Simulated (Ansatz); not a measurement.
Basis-set extrapolation for C4H6F4 (`FCCC(F)(F)CF`) (PBE0-D4/def2-TZVP geometry, frozen core, Ansatz 0.2.0). Multiplicity 1, RHF reference.

```csv
,def2-TZVPP,def2-QZVPP
HF,-552.955164,-552.979102
MP2 correlation,-1.660569,-1.801537
CCSD(T) correlation,-1.753757,not run
```

Energies in hartree. Use E(X) = E(∞) + A·exp(−7.88·√X) for Hartree–Fock and E(X) = E(∞) + B·X^(−2.97) for correlation, with X = 3 and 4, and add CCSD(T) minus MP2 of the smaller set to the MP2 limit.

Task: What is the CCSD(T) energy at the basis-set limit?

Result: HF limit: -552.979102 + (-0.023938) × 0.13774 = -552.98240. MP2 limit: -1.801537 + (-0.140968) × 0.74074 = -1.90596. Higher-order term: -1.753757 − (-1.660569) = -0.09319. Total: -554.98155 hartree, 171.1 kcal/mol below CCSD(T)/def2-TZVPP.
